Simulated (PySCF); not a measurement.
SMILES C[Si](C)(C[SiH2]B)C (GFN2-xTB optimised geometry):

```
22

B     -1.032    -2.640     0.499
Si    -0.507    -2.038    -1.290
C     -0.816    -0.148    -1.466
Si    -0.144     0.859     0.000
C      1.762     0.859     0.000
C     -0.794     2.654     0.000
C     -0.758    -0.013     1.588
H     -2.164    -2.725     0.799
H     -0.274    -3.200     1.200
H     -1.241    -2.676    -2.406
H      0.912    -2.238    -1.658
H     -1.891     0.015    -1.547
H     -0.389     0.206    -2.402
H      2.164     1.416     0.842
H      2.151    -0.152     0.055
H      2.154     1.311    -0.906
H     -0.453     3.200     0.874
H     -1.880     2.684    -0.002
H     -0.451     3.194    -0.877
H     -0.109     0.154     2.443
H     -1.761     0.297     1.866
H     -0.793    -1.098     1.416
```

Calculation: PySCF 2.14.0 with PBE/def2-SVP.

**Question.** What are the frontier orbital energies and the dipole moment?

**Answer.** HOMO-2 -7.11 eV, HOMO-1 -6.84 eV, HOMO -6.79 eV, LUMO -2.92 eV, LUMO+1 0.57 eV; dipole moment 1.91 D.

Meta-Löwdin charges at PBE/def2-SVP: B1 -0.27, Si2 0.44, C3 -0.62, Si4 0.85, C5 -0.55, C6 -0.54, C7 -0.50, H8 0.03, H9 0.03, H10 -0.08, H11 -0.10, H12 0.12, H13 0.12, H14 0.11, H15 0.12, H16 0.12, H17 0.11, H18 0.11, H19 0.12, H20 0.12, H21 0.12, H22 0.12.
